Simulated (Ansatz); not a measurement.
`[CH3][GeH]([CH3])[Cl]` + propane → `[CH3][GeH2][Cl]` + `CC(C)C` at 400 K and 1 bar (formal exchange of groups at a Ge–C bond).

Computed with Ansatz on PBE0-D4/def2-TZVP structures; ΔE is electronic, products minus reactants. CCSD(T)/CBS adds triple-zeta CCSD(T) − MP2 to the extrapolated MP2 energy (def2 sets, frozen cores). For Ge outer-core shells are correlated without core-valence functions, which leaves a few kJ/mol of doubt a bond. Scalar relativity is left out up to krypton.

```csv
species,CCSD(T)/CBS energy (Eh),H − E (kJ/mol),S (J/(mol·K))
`[CH3][GeH]([CH3])[Cl]`,-2616.27253,250.5,387.5
`CCC`,-118.98051,294.1,291.8
`[CH3][GeH2][Cl]`,-2576.99593,166.6,339.0
`CC(C)C`,-158.24397,373.6,323.8
```

H − E and S are ideal-gas, rigid-rotor, harmonic terms from PBE0-D4/def2-TZVP. 1 Eh = 2625.50 kJ/mol, R = 8.31446 J/(mol·K).

**Question.** By hand: ΔE, ΔH, ΔS and ΔG.

**Answer.** ΔE = (-2576.99593) + (-158.24397) − (-2616.27253) − (-118.98051) = 0.01314 Eh = 34.5 kJ/mol. Δ(H − E) = 166.6 + 373.6 − 250.5 − 294.1 = -4.4, so ΔH = 30.1 kJ/mol. ΔS = 339.0 + 323.8 − 387.5 − 291.8 = -16.5 J/(mol·K). ΔG = 30.1 − 400 × (-16.5)/1000 = 36.7 kJ/mol.

**Question.** By hand: the equilibrium constant, and the temperature at which ΔG would vanish if ΔH and ΔS stayed fixed.

**Answer.** log₁₀ K = −ΔG/(RT ln 10) = -4.8. ΔH and −TΔS have one sign here, so there is no such temperature.

ΔH outweighs TΔS. A doubt of 5 kJ/mol in ΔE shifts log₁₀ K by 0.7 here. These are equilibria of isolated gas molecules and say nothing of rates. Largest T1 diagnostic: 0.010 (customary marks: 0.02 for closed shells, 0.045 for open ones).
